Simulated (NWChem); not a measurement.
System: MgHI; SMILES [MgH][I]

```xyz
3

Mg     0.0000     0.0000    -1.9995
H      0.0000     0.0000    -3.6954
I      0.0000     0.0000     0.5830
```
Atoms are numbered in this order, from 1.

Coordinates come from a PBE-D3(BJ)/def2-SVP optimisation. def2 effective core potentials on I; no spin-orbit coupling.

Q: List the 4 lowest vertical singlet excitations from LRC-wPBEh/def2-SVP with def2 effective core potentials on I, full TDDFT (NWChem).

A: 
| state | energy (eV) | oscillator strength | leading excitation (squared amplitude) |
|---|---|---|---|
| S1 | 5.43 | 0.051 | HOMO → LUMO (0.91) |
| S2 | 5.43 | 0.051 | HOMO−1 → LUMO (0.91) |
| S3 | 5.92 | 0.000 | HOMO−1 → LUMO+2 (0.44) |
| S4 | 5.92 | 0.000 | HOMO−1 → LUMO+1 (0.44) |
